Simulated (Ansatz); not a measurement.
Total energies of (CdS)6 ring (Cd6S6) from Ansatz at PBE0-D4/def2-TZVP, gas phase (1 Eh = 27.2114 eV = 2625.5 kJ/mol). The reference geometry is relaxed at PBE-D4/def2-SVP.

Cartesian coordinates in Å:
```
Cd -3.133 0.101 -1.114
S -2.998 -0.329 -3.430
Cd -0.653 -0.063 -3.501
S 1.695 0.159 -3.628
Cd 1.829 1.572 -1.744
S 1.946 2.999 0.130
Cd 2.594 1.295 1.630
S 3.264 -0.361 3.172
Cd 1.323 -1.668 2.860
S -0.585 -3.028 2.561
Cd -1.959 -1.239 1.872
S -3.323 0.562 1.193
```

| state | geometry | energy (Eh) |
| --- | --- | --- |
| charge 0 singlet | reference | -3395.40503 |
| charge 1 doublet | reference | -3395.09938 |
| free Cd atom (singlet) | – | -167.77479 |
| free S atom (triplet) | – | -397.97371 |

In the def2 sets Cd takes a core potential; there is no spin–orbit coupling. Single mean-field runs in def2-TZVP are fitted with def2-universal-jkfit.

(1) Work out the vertical ionisation energy to the doublet.

(2) What is the binding energy per atom against free atoms?

(1) E(charge 1 doublet) − E(charge 0 singlet) = -3395.09938 − (-3395.40503) = 0.30565 Eh = 8.32 eV. For comparison, −ε of the highest occupied level is 7.14 eV at this level, 1.18 eV less.

(2) Atoms: 6 × (-167.77479) + 6 × (-397.97371) = -3394.49100 Eh. Binding: -3394.49100 − (-3395.40503) = 0.91403 Eh = 24.87 eV, or 2.07 eV for each of 12 atoms (no zero-point energy, no counterpoise term).
